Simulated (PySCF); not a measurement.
**Ce³⁴⁺ (cerium, charge +34) across methods**

[Ar] 3d6, high-spin 5D determinant. All numbers are calculated (PySCF 2.14, no relativity, point nucleus, in an uncontracted even-tempered set (17 s from 5.6 bohr⁻², ratio 2.5; 11 p from 7.3 bohr⁻², ratio 2.5; 8 d from 7.3 bohr⁻², ratio 2.5; 4 f from 29 bohr⁻², ratio 2.7; 3 g from 44 bohr⁻², ratio 2.7)).

```tsv
method	E (hartree)	mean ε 3p β (eV)	mean ε 3d α (eV)	mean ε 3d β (eV)	Σ⟨r²⟩ (bohr²)	⟨S²⟩
UHF	-7796.77157	-2505.4	-2305.8	-2280.6	1.159	6.000
r2SCAN	-7797.88	-2464.7	-2257.9	-2238.4	1.159	6.000
LDA	-7790.96	-2459.6	-2252.6	-2232.9	1.161	6.000
BHandHLYP	-7798.01	-2483.7	-2280.0	-2258.6	1.159	6.000
PBE	-7797.19	-2460.4	-2253.0	-2234.7	1.160	6.000
PBE0	-7797.40	-2472.2	-2266.6	-2246.7	1.160	6.000
revPBE	-7797.57	-2460.4	-2253.0	-2234.8	1.160	6.000
```

A non-relativistic calculation at this Z misses sizeable relativistic shifts. Spin-orbit coupling is strong in this species (close to jj coupling), so the high-spin LS determinant is a model state, not a physical level.
